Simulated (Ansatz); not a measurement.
CH₈ClNSi₂ (`N[SiH2]C[SiH2]Cl`). Charge 0, multiplicity 1. All single points use the PBE0-D4/def2-TZVP geometry. It is one conformer, not always the lowest.

```xyz
13

N    -1.426    1.186    1.666
Si   -0.425   -0.058    1.024
C    -0.010    0.333   -0.759
Si    1.242   -0.780   -1.555
Cl    0.661   -2.750   -1.362
H    -1.090    2.133    1.733
H    -2.037    0.971    2.437
H    -1.206   -1.315    1.137
H     0.873   -0.249    1.740
H     0.404    1.350   -0.801
H    -0.933    0.336   -1.348
H     1.380   -0.514   -3.009
H     2.567   -0.645   -0.902
```

(1) What is the dipole moment at r2SCAN/def2-TZVPP? (Best estimate.)

(2) And with PBE, B3LYP, ωB97M-V? (An estimate is asked.)

(3) Give the Mulliken charges with r2SCAN, B3LYP, ωB97M-V in def2-TZVPP. (Estimate.)

Results:

(1) The calculation gave: 2.90 D, with components (-0.51, 2.73, 0.82) D in this frame, pointing from negative to positive charge.

(2) Ansatz gave: PBE 2.84 D, B3LYP 2.84 D, ωB97M-V 2.86 D.

(3) Ansatz gave: 
```
atom  r2SCAN  B3LYP  ωB97M-V
  N1   -0.46  -0.41    -0.37
 Si2    0.43   0.41     0.35
  C3   -0.31  -0.32    -0.42
 Si4    0.46   0.43     0.34
 Cl5   -0.27  -0.27    -0.23
  H6    0.15   0.13     0.11
  H7    0.16   0.14     0.12
  H8   -0.07  -0.07    -0.03
  H9   -0.10  -0.10    -0.06
 H10    0.07   0.09     0.11
 H11    0.09   0.11     0.14
 H12   -0.08  -0.07    -0.03
 H13   -0.07  -0.07    -0.03
```

B3LYP here is the variant with VWN-RPA as its local correlation; programs differ in this.
